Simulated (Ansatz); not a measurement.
Br2, closed-shell singlet (the spin of the measured ground state), most abundant isotopes (78.9183 and 78.9183 u). Constants from fifth-degree fits in 1/R to seven points on the lowest solution found; no spin–orbit coupling, no relativity up to Kr; ω_e x_e and α_e move by some per cent with the fit.

Correlated levels freeze the inner cores; with def2 sets outer-core shells near the valence are correlated too.

Run with Ansatz (Gaussian orbitals). Values without a source in brackets are computed.

Total energies (hartree; each atom in its lowest state at that level) and vibrational constants (cm⁻¹):

| level | E(Br2) at r_e | E(Br) | ω_e | ω_e x_e |
|---|---|---|---|---|
| PBE/def2-TZVPP | -5147.532766 | -2573.720720 | 314 | 0.88 |
| B3LYP/def2-TZVPP | -5148.359407 | -2574.140958 | 315 | 0.84 |
| wB97M-V/def2-TZVPP | -5148.014035 | -2573.967826 | 343 | 0.78 |
| CCSD(T)/def2-QZVPP | -5146.097989 | -2573.008471 | 328 | 1.0 |

**Question.** Work out D_e and D₀ in eV.

**Answer.** 
D_e = E(Br) + E(Br) − E(molecule), times 27.2114 eV; D₀ = D_e − (ω_e/2 − ω_e x_e/4)/8065.54.
- PBE/def2-TZVPP: D_e = 2.485, zero point 0.019, D₀ = 2.466 eV, 0.50 eV from the measured value
- B3LYP/def2-TZVPP: D_e = 2.109, zero point 0.020, D₀ = 2.089 eV, 0.12 eV from the measured value
- wB97M-V/def2-TZVPP: D_e = 2.133, zero point 0.021, D₀ = 2.112 eV, 0.14 eV from the measured value
- CCSD(T)/def2-QZVPP: D_e = 2.205, zero point 0.020, D₀ = 2.185 eV, 0.22 eV from the measured value
Measured D₀ = 1.97 eV [from 0 K enthalpies of formation in NIST CCCBDB]; it holds the spin–orbit terms that these runs lack.

Ansatz is a first-principles code.
